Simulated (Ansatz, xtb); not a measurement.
**Isomers of C4H7NO2Si in order of energy**

3 gas-phase structures of C4H7NO2Si, from a drawn sample of its isomers (lower ones may exist). Each was relaxed with GFN2-xTB; where two conformers were screened, the lower at r2SCAN-D4/def2-SVP is listed:

A. `N#C[Si@]1(O)CCCO1`, a singlet
B. `N#CC1(O[SiH2]O)CC1`, a singlet
C. `O=CN[Si@@H]1C=CCO1`, a singlet

Question: Estimate their order in r2SCAN-D4/def2-SVP energy at these geometries, lowest first.

Answer: Calculated order at r2SCAN-D4/def2-SVP: A (0.0), C (62.6), B (173.7) kJ/mol.

Energies above the lowest of each column, in kJ/mol; the last columns are at PBE-D3(BJ)/def2-SVP geometries and were run for some of them only (a dash: not run or not comparable):

| structure | GFN2-xTB | HF/STO-3G | r2SCAN-D4/def2-SVP | PBE-D3(BJ)/def2-SVP | CCSD(T)/def2-SVP + ΔMP2/def2-TZVPP |
| --- | --- | --- | --- | --- | --- |
| A | 14.2 | 0.0 | 0.0 | 0.0 | 0.0 |
| C | 1.7 | 186.3 | 62.6 | 52.2 | 119.9 |
| B | 0.0 | 293.0 | 173.7 | – | – |

CCSD(T)/def2-SVP + ΔMP2/def2-TZVPP puts A lowest of those it was run on; GFN2-xTB picks B. Some further structures that were screened fall inside this span and aren't listed. Flexible structures stand in one conformer each, not always the lowest. Frequencies (GFN2-xTB) were run for A, C alone. The ΔMP2 step shifts differences by up to 18.8 kJ/mol, which makes them less sure. ΔMP2 is the change of the MP2 energy from the smaller to the larger basis.

Programs: Ansatz 0.2.0, xtb 6.7.1.
